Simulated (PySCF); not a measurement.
HSi, SMILES [SiH] (connectivity only; charge and spin as stated), charge +1, multiplicity 1.

Geometry: PBE-D3(BJ)/def2-TZVPD.

Level of theory: PBE-D3(BJ)/def2-TZVPD run with PySCF.

Frequencies are harmonic and unscaled.

Task: List the normal modes with their intensities. (An estimate is asked for; the answer gives what the named calculation found.)

Result: 
```tsv
mode	ν (cm⁻¹)	IR (km/mol)	moving atoms (share of kinetic energy)
1	2046	64.1	H 97 %
```
